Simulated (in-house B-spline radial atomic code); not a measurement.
Successive ionisation energies of iodine; each step leads to the configuration of the next row (after the last: bare). Dirac energy differences include first-order Breit, QED and recoil terms. NIST's values go from ground level to ground level; the uncertainty of those that are theory runs from under 0.1 % in few-electron ions to several per cent in heavy many-electron ones. Computed with a B-spline radial code for spherical atoms: Dirac-Hartree-Fock, jj configuration that fills j = l - 1/2 first, finite nuclei.

A number in brackets counts the electrons of a j subshell.

```csv
ion,configuration,ionisation energy (eV),tabulated value (eV),tabulated kind,computed minus tabulated (eV),highest orbital,largest mean radius (bohr)
I41+,[Ne] 3s2,3096.3,3096,tabulated theory,0,3s1/2,0.27751
I42+,[Ne] 3s1,?,?,semi-empirical,?,?,?
I43+,[He] 2s2 2p6,7337.6,7337,tabulated theory,1,2p3/2,0.11427
I44+,[He] 2s2 2p1/2(2) 2p3/2(3),7570.1,7563,tabulated theory,7,2p3/2,0.1136
I45+,[He] 2s2 2p1/2(2) 2p3/2(2),7805.6,7811,tabulated theory,-5,2p3/2,0.11293
I46+,[He] 2s2 2p1/2(2) 2p3/2(1),8044.2,8044,tabulated theory,0,2p3/2,0.11227
I47+,[He] 2s2 2p1/2(2),?,?,tabulated theory,?,?,?
I48+,[He] 2s2 2p1/2(1),8866.3,8867,tabulated theory,-1,2p1/2,0.11092
I49+,[He] 2s2,9196.3,9196,tabulated theory,0,2s1/2,0.11024
I50+,[He] 2s1,?,?,tabulated theory,?,?,?
I51+,1s2,38714.2,38717,tabulated theory,-3,1s1/2,0.027042
I52+,1s1,39721.4,39721.55,tabulated theory,0,1s1/2,0.026836
```

Fill in the row of I42+.

ionisation energy (eV): 3184.4; tabulated value (eV): 3185.5; computed minus tabulated (eV): -1; highest orbital: 3s1/2; largest mean radius (bohr): 0.27583.

Fill in the row of I47+.

ionisation energy (eV): 8599.3; tabulated value (eV): 8601; computed minus tabulated (eV): -2; highest orbital: 2p1/2; largest mean radius (bohr): 0.11161.

Fill in the row of I50+.

ionisation energy (eV): 9420.8; tabulated value (eV): 9421.1; computed minus tabulated (eV): 0; highest orbital: 2s1/2; largest mean radius (bohr): 0.10961.

Where is the largest jump?

From I50+ to I51+, by a factor of 4.11 (9420.8 to 38714 eV); the highest orbital goes from 2s1/2 to 1s1/2.
